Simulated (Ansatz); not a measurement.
Input for Ansatz (a program for electronic structure): U-r2SCAN/cc-pVTZ on FHOSe (SMILES O[Se]F), a point of a bond scan (R = 3.099 Å).

Ansatz 0.2 input:
```yaml
crystal:
  periodic: [false, false, false]
  atoms:
    - {symbol: Se, position_ang: [0.08590456, 0.00792344, 0.39476160]}
    - {symbol: F, position_ang: [-0.08479971, 2.33306997, -1.64692014]}
    - {symbol: O, position_ang: [-0.20677654, -1.35411437, -0.70776950]}
    - {symbol: H, position_ang: [-1.16177610, -1.46568956, -0.81251515]}
basis:
  gaussian:
    orbitals: cc-pVTZ
hamiltonian:
  xc: {name: r2SCAN}
magnetization: {spin_polarized: true, initial_magnetization: 0}
```

Output:

```
WARN ansatz: RAYON_NUM_THREADS=1 ignored (pool sized by the plan → 1); use --threads N
Functional definition: r2SCAN
integrals: 0.03 GiB planned
753 factors; their error is unknown
mean field: 0.38 GiB planned
mean field evaluation 1: about -70114.2845 eV, gradient 5.3e1 eV
mean field evaluation 2: about -69775.0745 eV, gradient 1.3e2 eV
mean field evaluation 4: about -70117.0330 eV, gradient 4.2e1 eV
mean field evaluation 8: about -70117.0320 eV, gradient 4.2e1 eV
mean field evaluation 16: about -70126.0732 eV, gradient 2.3e-3 eV
mean field evaluation 32: about -70126.5496 eV, gradient 4.9e-1 eV
mean field evaluation 64: about -70124.5580 eV, gradient 1.4e1 eV
mean field evaluation 96: about -70126.5224 eV, gradient 3.3e-6 eV
mean field -70126.55490789 eV, -2577.1033593789 hartree, gradient 6.4e-6 eV, S^2 0.799896; 14 other end points of the search recorded, 0 dependent functions left out
reference -70126.55491629 eV, -2577.1033596874 hartree; 26, 26 occupied and 91, 91 virtual orbitals, 753 factors
Total energy: -70126.55491629 eV, -2577.1033596874 hartree
```

The run converged. Its determinant has ⟨S²⟩ = 0.80, a mixture of spin states.

Cost: about 50 core-seconds (a rough figure).
